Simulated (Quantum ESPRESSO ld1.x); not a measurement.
Problem. These are the eigenvalues of the occupied orbitals of an atom or ion with whole-number occupations (hartree). Calculated with ld1.x of Quantum ESPRESSO 7.5: non-relativistic Kohn-Sham, LDA (Slater exchange, Perdew-Zunger correlation), spin-polarised, spherical densities, point nucleus.

| orbital | eigenvalue |
|---|---|
| 1s up | -579.392 |
| 1s down | -578.444 |
| 2s up | -125.962 |
| 2s down | -124.546 |
| 2p up | -121.789 |

Which element is it, and in what charge state? The configuration may be excited. Open shells, if any, are filled with parallel spins first.

Solution. Z = 36, krypton, charge +29: Kr29+ in [He] 2s2 2p3. The list shows which subshells hold electrons but not how many an open one holds; the 1s level, -579.39 hartree, gives Z - s = 34.0 by -(Z - s)^2/2, which with screening narrows Z to a few neighbours, and the depths of the outer levels then fix element, charge and occupations together.
